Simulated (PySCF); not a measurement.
# Two-component Hartree-Fock for Mg⁺ (magnesium, charge +1)

Start: [Ne] 3s1; 3s1/2 filled at m_j = +1/2. Calculated with PySCF 2.14 in x2c-TZVPPall-2c (5s5p3d, 35 functions): generalised Hartree-Fock with the X2C-1e Hamiltonian and a Gaussian nucleus; one run each with spin-orbit coupling (SO) switched off, then screened by Boettger's factors.

```csv
spinor shell,electrons,"ε, spin-free (eV)","ε, screened SO (eV)",weight of nominal j (screened SO),"rms radius, screened SO (bohr)"
1s1/2,2,-1345.4,-1345.4,1.000,0.151
2s1/2,2,-111.60,-111.60,1.000,0.754
2p1/2,2,-70.875,-71.108,0.948,0.770
2p3/2,4,-70.875,-70.759,0.974,0.772
3s1/2,1,-14.747,-14.747,1.000,3.05
```

```tsv
quantity	spin-free	screened SO
E (hartree)	-199.66965	-199.66972
M_J	1/2	1/2
⟨J²⟩	0.750	0.750
⟨L²⟩	0.000	0.000
⟨S²⟩	0.750	0.750
```

Each row is a mean over spinors that exchange with the open shell spreads, by up to 0.461 eV (2s1/2).

Without spin-orbit coupling the j labels of p, d and f shells carry no meaning; the spin-free column gives the mean over the occupied spinors of each nl shell.
